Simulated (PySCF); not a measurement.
**C2H8Ge: core ionisation energies**

Compound: C₂H₈Ge.
Z-matrix (Å and degrees, PBE0-D3(BJ)/def2-SVP geometry), rows numbered from 1:
```
C 
Ge  1  1.9632
C   2  1.9550  1  110.68
H   1  1.0990  2  110.93  3   128.53
H   1  1.0999  2  110.27  3     8.61
H   1  1.0991  2  110.80  3  -111.21
H   2  1.5442  1  109.97  3  -120.88
H   2  1.5442  1  109.95  3   120.89
H   3  1.0994  2  110.94  1   178.93
H   3  1.1001  2  110.23  1   -60.96
H   3  1.1001  2  110.35  1    58.74
```

Theory: delta-SCF UKS SCAN, pcX-2 on the ionised atom, pcseg-1 elsewhere, spin-free X2C in PySCF. Binding energies are ΔSCF values: E(core-ionised, relaxed orbitals) − E(ground state) at a fixed geometry, referred to the vacuum level.

List the computed XPS lines with their assignment.

```json
{"atom(s)": "C1/C3", "environment": "sp3 carbon bound to germanium", "level": "C 1s", "binding energy (eV)": "290.16", "count": "2"}
```

Give the binding energy of C 1s of C1/C3 in hartree and in kJ/mol.

290.16 eV = 10.6632 Eh = 27996 kJ/mol.

Which photon energy gives electrons from C 1s of C1/C3 a kinetic energy of 150 eV, and what is their de Broglie wavelength?

hν = 290.16 + 150 = 440.16 eV, recoil neglected; λ = 12.264 Å/√(E/eV) = 1.00 Å.

Topologically equivalent atoms share the value of their first member; where this conformer doesn't relate them by symmetry, their own values could differ. No level of germanium is listed. Geometry: PBE0-D3(BJ)/def2-SVP; no solvent, vibrations or thermal averaging.

On one thread of an x86-64 server, no GPU, shared host, this took 4.5 s.
